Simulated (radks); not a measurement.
The numbers below are computed, except where a source is named.
Spherical jellium clusters: N electrons in a uniform positive sphere of charge N and radius rs N^(1/3), rs = 4.1 bohr. Level of theory: non-relativistic Kohn-Sham, LDA (Slater exchange, Perdew-Wang correlation), spin-polarised, spherical densities (a radial shooting solver with Libxc functionals). Levels are named by radial order and angular momentum (1s, 1p, 1d, 2s, ...), and open shells are averaged over m.

N = 2, configuration 1s2. This is the lowest configuration that the search found. Occupied and some empty levels:

| level | occupation | eigenvalue (eV) | <r> (bohr) |
|---|---|---|---|
| 1s | 2 | -3.1341 | 4.210 |
| 1p | 0 | -1.2164 | 6.143 |
| 2s | 0 | -0.18191 | 11.83 |

Energy (eV): total -3.36399, kinetic 2.9342, external -24.130, Hartree 11.681, exchange-correlation -6.4912, background 12.643. Static polarisability (adiabatic kernel): 222.3 bohr^3, against R^3 = 137.8 for a classical metal sphere.
